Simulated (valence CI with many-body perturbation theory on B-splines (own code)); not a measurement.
**Sr32+: electric-dipole lines**

Level of theory: configuration interaction combined with many-body perturbation theory (CI+MBPT): four valence electrons over a frozen Dirac-Fock core [He], a basis of 11 s, 11 p, 10 d, 8 f, 5 g, 2 h functions for each j, with the one-electron correlation potential Σ1, the two-electron term Σ2, the three-electron term Σ3, Breit, model QED; selected CI, second order for the rest, scaled by the run's own slope (own B-spline code, finite nucleus).

No measured spectrum was set against this ion. As an estimate, large intervals hold to a few tenths of a per cent, small ones and those within an open d or f shell to about a per cent. Among the levels kept, up to 1100 cm⁻¹ of a level comes from second order outside the variational space, and about a tenth of that is noise between levels of different J, which matters for small intervals.

Lines 151 to 200 of 542 in falling wavelength, among levels below 2751.2 eV, chosen from the strongest by gf and those to the six lowest levels. Wavelengths and rates use the calculated energies. Electric multipoles are in the length gauge, E1 and E2 with the static RPA response of the core. Weak lines are less certain than strong ones. Lines between different terms over intervals too small for the method are left out, as are lines whose strength nearly cancels. The highest levels of a list are the least certain.

Levels are named by their leading jj configuration (3d3/2^4 stands for four electrons in 3d with j = 3/2), which in mixed levels can hold well under half, so a name can repeat and another be missing. Letters in brackets count levels of one name in rising energy.

```tsv
λ vac (nm)	Upper	Lower	A (s⁻¹)	S (a.u.)
7.266	(2p1/2^2 2p3/2 3d5/2) J=4	(2s 2p1/2 2p3/2 3d5/2) J=4 [a]	1.30e+10	2.21e-02
7.244	(2s 2p3/2^2 3p3/2) J=4	(2s^2 2p3/2 3p3/2) J=3	1.42e+10	2.39e-02
7.167	(2s 2p3/2^2 3p1/2) J=3	(2s^2 2p3/2 3p1/2) J=2	1.65e+10	2.10e-02
7.030	(2s 2p1/2 2p3/2^2) J=2 [a]	(2s^2 2p1/2 2p3/2) J=1	2.60e+10	2.23e-02
6.748	(2p1/2 2p3/2^2 3p3/2) J=3 [b]	(2s 2p1/2 2p3/2 3p3/2) J=2 [c]	1.93e+10	2.05e-02
6.719	(2s 2p1/2 2p3/2^2) J=3	(2s^2 2p1/2 2p3/2) J=2	1.78e+10	1.86e-02
6.707	(2p1/2 2p3/2^2 3p1/2) J=2 [b]	(2s 2p1/2 2p3/2 3p1/2) J=1 [c]	2.81e+10	2.09e-02
6.663	(2p1/2^2 2p3/2^2) J=2	(2s 2p1/2 2p3/2^2) J=2 [a]	2.72e+10	1.99e-02
6.663	(2p1/2 2p3/2^2 3p3/2) J=4	(2s 2p1/2 2p3/2 3p3/2) J=3 [c]	2.94e+10	3.87e-02
6.578	(2p1/2 2p3/2^2 3s) J=3	(2s 2p1/2 2p3/2 3s) J=2 [c]	3.22e+10	3.16e-02
6.548	(2p1/2 2p3/2^3) J=1	(2s 2p1/2 2p3/2^2) J=1 [b]	6.55e+10	2.72e-02
6.530	(2p1/2 2p3/2^2 3p1/2) J=3	(2s 2p1/2 2p3/2 3p1/2) J=2 [c]	3.07e+10	2.95e-02
6.190	(2s 2p1/2 2p3/2 3d5/2) J=4 [c]	(2s^2 2p1/2 3d5/2) J=3	4.60e+10	4.84e-02
6.157	(2s 2p3/2^2 3d5/2) J=4 [b]	(2s^2 2p3/2 3d5/2) J=3	1.77e+10	1.83e-02
6.143	(2s 2p1/2 2p3/2 3p3/2) J=3 [c]	(2s^2 2p1/2 3p3/2) J=2	5.91e+10	4.73e-02
6.128	(2s 2p1/2 2p3/2 3d5/2) J=3 [c]	(2s^2 2p1/2 3d5/2) J=2	4.95e+10	3.93e-02
6.055	(2s 2p1/2 2p3/2 3d3/2) J=3 [c]	(2s^2 2p1/2 3d3/2) J=2	4.81e+10	3.69e-02
6.054	(2s 2p1/2 2p3/2 3d3/2) J=1 [d]	(2s^2 2p1/2 3d3/2) J=1	5.59e+10	1.84e-02
6.032	(2p3/2^4) J=0	(2s 2p3/2^3) J=1	2.82e+11	3.06e-02
6.028	(2s 2p1/2 2p3/2 3p3/2) J=2 [c]	(2s^2 2p1/2 3p3/2) J=1	6.32e+10	3.42e-02
6.008	(2s 2p1/2 2p3/2 3p1/2) J=2 [c]	(2s^2 2p1/2 3p1/2) J=1	6.46e+10	3.46e-02
5.975	(2s 2p3/2^2 3d5/2) J=2 [b]	(2s^2 2p3/2 3d5/2) J=1	4.26e+10	2.24e-02
5.971	(2s 2p1/2 2p3/2 3s) J=2 [c]	(2s^2 2p1/2 3s) J=1	5.88e+10	3.09e-02
5.967	(2s 2p3/2^3) J=2	(2s^2 2p3/2^2) J=2	1.01e+11	5.28e-02
5.962	(2s 2p1/2 2p3/2 3d3/2) J=2 [d]	(2s^2 2p1/2 3d3/2) J=1	5.48e+10	2.87e-02
5.950	(2s 2p1/2 2p3/2 3d5/2) J=2 [c]	(2s^2 2p1/2 3d5/2) J=2	4.80e+10	2.50e-02
5.910	(2s 2p1/2 2p3/2 3d3/2) J=2 [c]	(2s^2 2p1/2 3d3/2) J=2	7.55e+10	3.84e-02
5.898	(2s 2p1/2 2p3/2 3p1/2) J=1 [c]	(2s^2 2p1/2 3p1/2) J=0	7.66e+10	2.33e-02
5.897	(2s 2p1/2 2p3/2 3d5/2) J=3 [d]	(2s^2 2p1/2 3d5/2) J=3	7.92e+10	5.61e-02
5.895	(2s 2p3/2^2 3d5/2) J=3 [d]	(2s^2 2p3/2 3d5/2) J=3	8.61e+10	6.10e-02
5.891	(2s 2p1/2 2p3/2 3p1/2) J=1 [b]	(2s^2 2p1/2 3p1/2) J=1	9.50e+10	2.88e-02
5.888	(2p1/2^2 2p3/2^2) J=2	(2s 2p1/2^2 2p3/2) J=1	3.93e+10	1.98e-02
5.879	(2s 2p1/2 2p3/2 3d5/2) J=1 [c]	(2s^2 2p1/2 3d5/2) J=2	6.55e+10	1.97e-02
5.867	(2p1/2 2p3/2^3) J=2	(2s 2p1/2 2p3/2^2) J=2 [b]	8.81e+10	4.39e-02
5.855	(2s 2p1/2 2p3/2 3p3/2) J=2 [d]	(2s^2 2p1/2 3p3/2) J=2	8.91e+10	4.41e-02
5.847	(2s 2p1/2 2p3/2 3p3/2) J=1 [c]	(2s^2 2p1/2 3p3/2) J=1	7.53e+10	2.23e-02
5.840	(2p1/2 2p3/2^2 3p3/2) J=3 [b]	(2s 2p1/2 2p3/2 3p3/2) J=3 [b]	2.89e+10	1.99e-02
5.826	(2s 2p3/2^2 3p3/2) J=2 [c]	(2s 2p1/2 2p3/2 3s) J=2 [a]	3.86e+10	1.88e-02
5.785	(2s 2p1/2 2p3/2 3s) J=1 [c]	(2s^2 2p1/2 3s) J=1	8.85e+10	2.54e-02
5.767	(2s 2p1/2 2p3/2 3d5/2) J=2 [d]	(2s^2 2p1/2 3d5/2) J=3	1.27e+11	6.01e-02
5.755	(2s 2p1/2 2p3/2 3d3/2) J=1 [c]	(2s^2 2p1/2 3d3/2) J=2	1.28e+11	3.62e-02
5.749	(2p1/2^2 2p3/2 3d5/2) J=4	(2s 2p1/2^2 3d5/2) J=3	3.23e+10	2.73e-02
5.748	(2s 2p1/2 2p3/2 3p3/2) J=1 [d]	(2s^2 2p1/2 3p3/2) J=2	1.25e+11	3.50e-02
5.742	(2s 2p1/2^2 2p3/2) J=1	(2s^2 2p1/2^2) J=0	7.99e+10	2.24e-02
5.735	(2s 2p3/2^2 3d5/2) J=3 [b]	(2s^2 2p3/2 3d3/2) J=3	5.73e+10	3.74e-02
5.730	(2p1/2 2p3/2^2 3s) J=1 [b]	(2s 2p1/2 2p3/2 3s) J=2 [c]	9.73e+10	2.71e-02
5.710	(2p1/2^2 2p3/2 3p3/2) J=3	(2s 2p1/2^2 3p3/2) J=2	4.39e+10	2.82e-02
5.710	(2p1/2 2p3/2^2 3p1/2) J=1 [b]	(2s 2p1/2 2p3/2 3p1/2) J=2 [c]	7.55e+10	2.08e-02
5.709	(2s 2p3/2^2 3p3/2) J=2 [c]	(2s^2 2p3/2 3p3/2) J=2	5.15e+10	2.36e-02
5.706	(2s 2p3/2^2 3d3/2) J=1 [b]	(2s^2 2p3/2 3d3/2) J=2	1.25e+11	3.43e-02
```
